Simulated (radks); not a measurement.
Removal energies from the thulium ion Tm9+, [Kr] 4d10 4f8 5s2 5p4, by Delta-SCF beside the eigenvalue of the level emptied. Method: scalar-relativistic Kohn-Sham, r2SCAN, spin-polarised, spherical densities, finite nucleus; meta-GGA in the generalised Kohn-Sham scheme; Fermi nuclear charge, rms radius of each element as measured or else 0.836 A^(1/3) + 0.57 fm; computed with a radial shooting solver on a logarithmic mesh with Libxc functionals. Open shells are filled with parallel spins first.

| removed from | final configuration | Delta-SCF (eV) | -eigenvalue (eV) |
|---|---|---|---|
| 5p | [Kr] 4d10 4f8 5s2 5p3 | 169.40 | 161.33 |
| 4f | [Kr] 4d10 4f7 5s2 5p4 | 182.96 | 168.44 |
| 5s | [Kr] 4d10 4f8 5s1 5p4 | 204.64 | 195.95 |
| 4d | [Kr] 4d9 4f8 5s2 5p4 | 361.35 | 346.16 |
